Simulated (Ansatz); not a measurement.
Harmonic frequencies (cm⁻¹) at PBE0-D4/def2-TZVP from Ansatz: 121, 121, 227, 227, 264, 343, 343, 523, 752, 791, 791, 2357.

Question: Which molecule is it?
A. `N#[C][Ge]([F])([F])[F]`
B. `[Cl][GeH2][Br]`
C. `[CH3][GeH2][F]`
D. `[CH3][GeH]([Cl])[Cl]`

Answer: A.
